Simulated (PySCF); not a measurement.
# Computed data sheet: `C1CCC([C@H]2C[CH2][AlH][CH2]2)C1`

Compound: C9H17Al.
Atom-mapped SMILES: `[CH2:1]1[CH2:2][CH2:3][CH:4]([C@H:5]2[CH2:6][CH2:7][AlH:8][CH2:9]2)[CH2:10]1` (hydrogens: H11, H12 on C1; H13, H14 on C2; H15, H16 on C3; H17 on C4; H18 on C5; H19, H20 on C6; H21, H22 on C7; H23 on Al8; H24, H25 on C9; H26, H27 on C10)

**PBE0-D3(BJ)/def2-SVP geometry optimisation, gas phase (PySCF)**

```yaml
Point_group: C1
Rotational_constants_A_B_C: 2.853, 0.581, 0.502 GHz
```

HF/pcSseg-1 ground state and GIAO shieldings, non-relativistic (PySCF):

```yaml
Dipole_moment: 0.21 D
HOMO_energy: -9.81 eV
LUMO_energy: 1.65 eV
HOMO–LUMO_gap: 11.46 eV
13C_chemical_shifts_computed_TMS_as_zero_by_class: 46.6 (C4), 41.8 (C5), 31.3 (C3), 31.0 (C10), 30.9 (C6), 23.3 (C1), 21.3 (C2), 13.8 (C9), 8.0 (C7) ppm
1H_chemical_shifts_computed_TMS_as_zero_by_class: 5.20 (H23), 2.03 (H19), 1.72 (H16), 1.59 (H27), 1.51 (H11), 1.44 (H14), 1.39 (H13), 1.34 (H12), 0.71 (H15), 0.62 (H17), 0.61 (H26), 0.43 (H20), 0.40 (H25), 0.40 (H21), 0.24 (H18), -0.27 (H22), -0.80 (H24) ppm
Isotropic_shieldings_of_nuclei_other_than_C_and_H_by_class: 304 (Al8) ppm
```

Monoisotopic mass (most abundant isotopes): 152.1146 u.

The rotational constants make it an asymmetric top with κ = (2B − A − C)/(A − C) = -0.93, nearer the prolate limit (−1). In atomic units the dipole is 0.08 e·bohr (1 au = 2.5417 D). With B = h/(8π²I), that is 505.379 GHz u Å² over I, the principal moments of inertia are 177.1, 869.6 and 1006.7 u Å² (most abundant isotopes); the inertial defect Ic − Ia − Ib is -40.0 u Å² (zero for a rigid planar frame, negative otherwise).

For the NMR shielding job (HF/pcSseg-1), hardware: one thread of an Arm Neoverse N1 (shared host). Cost: 68 s, 1.2 GiB resident at most.

One conformer stands for the species.
